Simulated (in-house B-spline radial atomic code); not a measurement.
The numbers below are computed, except where a source is named.
**Softness against transferability: the 5s channel of Zr**

Zr, [Kr] 4d2 5s2, non-relativistic PBE, spherical and spin-unpolarised, from an all-electron radial atomic-structure program (B-spline basis) (atomic units). The all-electron 5s level is ε = -0.157082 hartree, its outermost node lies just inside 1.51 bohr and its outer maximum at 3.21 bohr.

Troullier-Martins pseudo-orbitals are made for several radii. The cutoffs (hartree) are the plane-wave energies beyond which the orbital holds less than the named kinetic energy per electron. The phase error is the difference, pseudo minus all-electron, of arctan(R P'/P) at R = 3.9 bohr for all radii, half a hartree below and above the level.

```
r_c (bohr)  V_l(0) (hartree)  cutoff for 10 mEh  for 1 mEh  for 0.1 mEh  phase error at ε − 0.5 (mrad)  at ε + 0.5 (mrad)
      2.41             -1.75               3.81       6.48         18.5                           -2.1              -79.2
       2.8              0.55               1.22       3.81            8                           -1.4              -16.8
      3.21              0.90               1.22       3.08         5.64                           -1.3              -13.8
       3.6              0.56               1.16       2.25         5.12                           -1.9              -22.7
```

(1) Which radius needs the lowest cutoff for 0.1 mEh while both phase errors stay within 22.8 mrad?

(2) What does the larger radius buy, and what does it cost?

## Answers

(1) The radii within that limit are 2.8, 3.21, 3.6 bohr; of these r_c = 3.6 needs the least, 5.12 hartree, that is 10.2 Ry or 139 eV.

(2) From r_c = 2.41 to 3.6 bohr the cutoff for 1 mEh goes from 6.48 to 2.25 hartree, a factor of 2.88, against 2.23 for a pure 1/r_c² scaling, end to end; step by step it is 6.48, 3.81, 3.08, 2.25, and for 0.1 mEh 18.5, 8, 5.64, 5.12; the number of plane waves goes as the cutoff to the power 3/2, here a factor of 4.9. The larger of the two phase errors is least at r_c = 3.21 bohr, 13.8 mrad; it is 79.2 at the smallest radius and 22.7 at the largest. These errors test the reference atom alone. The smallest radius lies well inside the outer maximum, where the nodeless form must bend sharply to keep the norm, so it is both harder and scatters less well than the next. Large radii also let the cores of neighbours overlap, which an atom doesn't show.
